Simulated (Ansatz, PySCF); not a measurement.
System: sum formula H$_{2}$SiO$_{2}$Cl$_{2}$ (charge 0, singlet). SMILES: O[Si](O)(Cl)Cl
Structure (B3LYP-D3(BJ)/def2-TZVP (Ansatz, a first-principles code) minimum search):
```xyz
7

Si     0.3365     0.0750    -0.0932
Cl    -0.4038    -0.2838     1.7900
Cl    -1.1959    -0.1068    -1.4220
O      1.0056     1.5567    -0.1249
O      1.4524    -1.0180    -0.5192
H      0.5241     2.2945     0.2587
H      2.2954    -1.0141    -0.0566
```
Charge 0, spin multiplicity 1.

PBE beside other levels, property by property. Correlated levels leave the core frozen unless marked. Open shells are spin-unrestricted. No spin-orbit coupling. Non-relativistic. CBS marks a two-point X^-3 extrapolation of the correlation energy; Hartree-Fock from the larger set. The bracket is a focal-point correction in the basis named. Rows marked 298 K are enthalpies with B3LYP-D3(BJ) harmonic zero-point and thermal terms. Atomisation energies are electronic, to ground-state atoms; the column to compare with has the core term from cc-pwCVTZ added, other frozen-core levels have none. Frequencies are from Ansatz or PySCF. The coupled-cluster column (Ansatz) is a level with limits of its own: (a) RI-MP2/CBS(cc-pV(T+d)Z,cc-pV(Q+d)Z)+[CCSD(T)-MP2]/cc-pV(T+d)Z; (b) CCSD(T)/CBS(cc-pV(T+d)Z,cc-pV(Q+d)Z).

```
property                                                                        PBE/def2-TZVPD (Ansatz)  r2SCAN-D4/def2-TZVPD (Ansatz + dftd4)  PBE0/def2-TZVPD (Ansatz)  CAM-B3LYP/def2-TZVPD (Ansatz)  coupled cluster
------------------------------------------------------------------------------  -----------------------  -------------------------------------  ------------------------  -----------------------------  ---------------
atomisation energy (kcal/mol)                                                                     644.4                                  644.3                     630.4                          632.5        649.5 (b)
proton affinity at O, enthalpy at 298 K, to O[Si]([OH2+])(Cl)Cl (kcal/mol)                        173.3                                  173.4                     174.1                          171.5        173.4 (a)
Cl-Si bond dissociation enthalpy, 298 K, to O[Si](O)Cl + Cl atom (kcal/mol)                       110.4                                  113.0                     111.8                          110.0        118.1 (b)
H-O bond dissociation enthalpy, 298 K, to [O][Si](O)(Cl)Cl + H atom (kcal/mol)                    115.4                                  116.2                     117.1                          119.7        124.8 (a)
O-Si bond dissociation enthalpy, 298 K, to O[Si](Cl)Cl + [OH] (HO) (kcal/mol)                     124.8                                  126.0                     125.4                          128.4        135.1 (b)
```

As the rows show:
- atomisation energy: PBE lies 5.1 kcal/mol below coupled cluster.
- proton affinity at O, enthalpy at 298 K, to O[Si]([OH2+])(Cl)Cl: PBE agrees within rounding with coupled cluster.
- Cl-Si bond dissociation enthalpy, 298 K, to O[Si](O)Cl + Cl atom: PBE lies 7.7 kcal/mol below coupled cluster.
- H-O bond dissociation enthalpy, 298 K, to [O][Si](O)(Cl)Cl + H atom: PBE lies 9.4 kcal/mol below coupled cluster.
- O-Si bond dissociation enthalpy, 298 K, to O[Si](Cl)Cl + [OH] (HO): PBE lies 10.3 kcal/mol below coupled cluster.
